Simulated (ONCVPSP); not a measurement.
## What one change does to a pseudopotential (hafnium, ONCV)

Hf, optimised norm-conserving Vanderbilt (ONCV), made with ONCVPSP 4.0.1 (LDA (Perdew-Wang 92), fully relativistic). Core [Kr] 4d10 4f14, reference 5s2 5p6 5d2 6s2. Waves: 5s+6s: rc 1.70 bohr, ncon 4, nbas 8, qcut 9.1 1/bohr, 2 projectors; 5p: rc 1.35 bohr, ncon 3, nbas 7, qcut 5.1 1/bohr, 2 projectors, debl 0.6 Ha; 5d: rc 2.60 bohr, ncon 4, nbas 8, qcut 4.8 1/bohr, 2 projectors, debl 2.5 Ha. Local part: polynomial inside 0.95 bohr (lpopt 5, dvloc0 0 Ha). Core correction: none.

Open shells are filled in proportion to 2j + 1.

In the p channel the program set the typed energies aside and used -1.231, 0.250 Ha (j = l + 1/2; the other j can differ).

All-electron outer shells of the reference configuration (LDA (PZ), scalar-relativistic, ld1.x):

| shell | level (eV) | outermost node (bohr) | outermost maximum (bohr) |
| --- | --- | --- | --- |
| 5s | -67.17 | 0.55 | 1.01 |
| 5p | -35.71 | 0.60 | 1.16 |
| 4f | -17.03 | – | 0.45 |
| 6s | -5.27 | 1.37 | 2.89 |
| 5d | -2.87 | 0.67 | 1.71 |

Change: all radii scaled by about 1.27 (s 2.16, p 1.72, d 3.32 bohr); local potential polynomial inside 1.22 bohr (lpopt 5, dvloc0 0 Ha).

Cutoffs: the cutoffs (Ha) at which the residual kinetic energy of the hardest occupied pseudo-wave falls to 1 and 0.1 mHa per electron; they do not see the model core or the augmentation charge, which bear on the density cutoff. Errors are all-electron minus pseudo energies relative to the spin-unpolarised reference configuration.

**Question.** What does the change do?

**Answer.** The potential gets softer (77 Ha and 125 Ha → 16 Ha and 21 Ha); the bound ghost in s disappears; of the 3 tests that both files solve, the error grows in 0 and shrinks in 3 by more than 15 % and 0.3 meV (median size 3.7 → 0.7 meV). A larger radius leaves more room for a smooth pseudo-wave, so fewer plane waves are needed. That the errors move this way runs against the usual rule that smaller radii transfer better.

| quantity | base | changed |
| --- | --- | --- |
| cutoff, loose | 77 Ha | 16 Ha |
| cutoff, tight | 125 Ha | 21 Ha |
| loose cutoff by channel | s 24 Ha, p 77 Ha, d 9.3 Ha | s 16 Ha, p 11 Ha, d 7.8 Ha |
| bound ghosts | s | none |
| GHOST(+) flags under 300 eV | d5/2 at 147.1 eV, p3/2 at 172.2 eV, d3/2 at 174.8 eV, p1/2 at 196.5 eV | s at 125.8 eV |
| tests counted (converged, no solver errors) | 3 of 4 | 3 of 4 |
| error for 5s2 5p6 5d2 6s1, meV [ΔE 8.19 eV] | +2.4 | +0.7 |
| error for 5s2 5p6 5d2 6s0, meV [ΔE 22.69 eV] | +13 | 0.0 |
| error for 5s2 5p6 5d2 6s0 6p2, meV [ΔE 8.00 eV] | +3.7 | -0.8 |

Base: Tests not counted: 5s2 5p6 5d1 6s0 (no result). These tests converged, but a pseudo level misses the all-electron one widely, so the file describes the atom poorly there or has found another state: 5s2 5p6 5d2 6s0 6p2: empty 6s by 10.8 eV. Changed file: Tests not counted: 5s2 5p6 5d1 6s0 (no result). These tests converged, but a pseudo level misses the all-electron one widely, so the file describes the atom poorly there or has found another state: 5s2 5p6 5d2 6s0 6p2: empty 6s by 10.8 eV. A true bound ghost makes a file unfit for plane-wave use even where its test errors are small: the radial tests pick states by their node count and pass the ghost by.
